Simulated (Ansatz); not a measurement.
`[SiH3]OBS` + PH₃ → `PBS` + `O[SiH3]`  (ligand exchange at a B–O bond)

Isolated molecules relaxed with PBE0-D4/def2-TZVP in Ansatz; ΔE leaves out vibrations. CBS: MP2 limit from def2 TZ/QZ plus the TZ coupled-cluster correction, frozen cores. This one scheme is used for every species. Functionals use def2-TZVPP. Each species was taken in one conformer, which may not be the lowest.

Is it downhill or uphill in electronic energy at CCSD(T)/CBS, and by how much? (An estimate is asked.)

The calculation gave: Uphill: ΔE = +96.7 kJ/mol.

What do these levels give: LDA (SPW92), BLYP-D4, B2PLYP, PBE, BLYP, r2SCAN, LC-ωPBE, CCSD(T)/def2-SVP, MP2/def2-TZVPP, CCSD/def2-TZVPP, HF/CBS(def2), MP2/CBS(def2)? (An estimate is asked.)

Computed: LDA (SPW92) 92.8, BLYP-D4 101.1, B2PLYP 101.1, PBE 85.9, BLYP 99.1, r2SCAN 93.3, LC-ωPBE 94.0, CCSD(T)/def2-SVP 115.5, MP2/def2-TZVPP 97.2, CCSD/def2-TZVPP 102.3, HF/CBS(def2) 117.4, MP2/CBS(def2) 94.3 kJ/mol.

Largest T1 diagnostic among the species: 0.016.

At CCSD(T), def2-SVP lies +18.7 kJ/mol from the extrapolated value and def2-TZVPP +2.9 kJ/mol. From PBE to PBE0 (25 % exact exchange), in def2-TZVPP and without D4, ΔE moves by +3.7 kJ/mol. In def2-TZVPP, CCSD(T) changes the Hartree–Fock value by −16.5 kJ/mol (the triples alone add −2.6 kJ/mol) and MP2 by −19.0 kJ/mol.
